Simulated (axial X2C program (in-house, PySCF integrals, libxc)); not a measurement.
**Worked dissociation energy of RuH: BP86, scalar-relativistic**

Computed with an in-house all-electron X2C program for linear molecules (integrals from PySCF). Spin-free means the one-electron spin-free X2C Hamiltonian. Basis: Ru dyall-cv3z [12s12p8d5f3g], H dyall-v3z [6s2p1d] (cores contracted in-house); Gaussian nuclei, density fitting, unrestricted open shells. Masses: Ru 101.904 u, H 1.008 u.

Molecular state: M_S = 3/2, Λ = 0 (beyond evenly filled blocks: σα, δ+α, δ-α).

| Item | Value |
| --- | --- |
| E(Ru) (2M_S = 4, M_L = 0) | -4530.936889 hartree |
| E(H) (2M_S = 1, M_L = 0) | -0.500319 hartree |
| E(RuH) at Re | -4531.553216 hartree |
| ωe | 2001.9 cm⁻¹ |
| ωexe | 36.3 cm⁻¹ |

**Question.** Work out De and D0.

**Answer.** De = -4530.936889 + (-0.500319) − (-4531.553216) = 0.11601 hartree = 3.157 eV. The zero-point energy is ωe/2 − ωexe/4 = 992 cm⁻¹ = 0.123 eV, so D0 = 3.034 eV.

Occupations by symmetry block were frozen at the best pattern of an incomplete PBE0 search. De is counted from the lowest determinant-based energies of the atoms at the same level, without counterpoise correction. PBE0 can misorder states that lie within some tenths of an eV, so this need not be the ground state of the molecule. The nearest other spin-free determinant of the search, M_S = 3/2, Λ = 3, lies 0.36 eV up at the distance of the search.

Each atomic determinant is the lowest at this level and need not be a pure term. Totals compare only within one Hamiltonian and basis.
